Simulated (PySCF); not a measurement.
# Diatomic anions of Be with the third period

CCSD(T) with double-zeta basis sets in PySCF, for the lowest determinant that a PBE0 search found; no spin–orbit coupling. De refers to high-spin ground-configuration atoms (the charge goes to the atom of lower measured ionisation energy or higher electron affinity, which is not always the lowest computed limit).

| M | basis | reference, frozen orbitals | charged atom | state (unpaired electrons) | Re (Å) | ωe (cm⁻¹) | De (eV) |
| --- | --- | --- | --- | --- | --- | --- | --- |
| Na | def2-SVPD | RHF, 1 | Na− | singlet (closed shell) | 3.520 | 83.4 | 0.11 |
| Al | aug-pcseg-1 | UHF, 5 | Al− | triplet (π ↑↑) | 2.369 | 401 | 0.79 |
| Si | aug-cc-pVDZ/aug-cc-pV(D+d)Z | UHF, 5 | Si− | quartet (σ ↑, π ↑↑) | 2.217 | 495 | 1.25 |
| S | aug-pcseg-1 | UHF, 5 | S− | doublet (σ ↑) | 1.845 | 852 | n/a |
| Cl | def2-SVPD | RHF, 5 | Cl− | singlet (closed shell) | 2.061 | 461 | 1.03 |

Q: By what factor does the well depth vary along the series?

A: At CCSD(T) it runs from 0.11 eV (NaBe⁻) to 1.25 eV (BeSi⁻), a factor of 11.4.

The rows differ in basis set, which adds steps of its own.

The state changes along the series, so neighbouring rows are not always alike in their bonding.

Correlated steps freeze the inner cores (1 to 5 orbitals); shallow outer-core shells are correlated. Weak bonds: NaBe⁻. Basis-set superposition, not corrected here, can be much of De in a small basis, most of all at correlated wavefunction levels. For an ion De counts to the pair picked by the measured ionisation energies or electron affinities, which need not be the lowest pair at this level. States were picked by a PBE0 search and need not be the measured ground states.
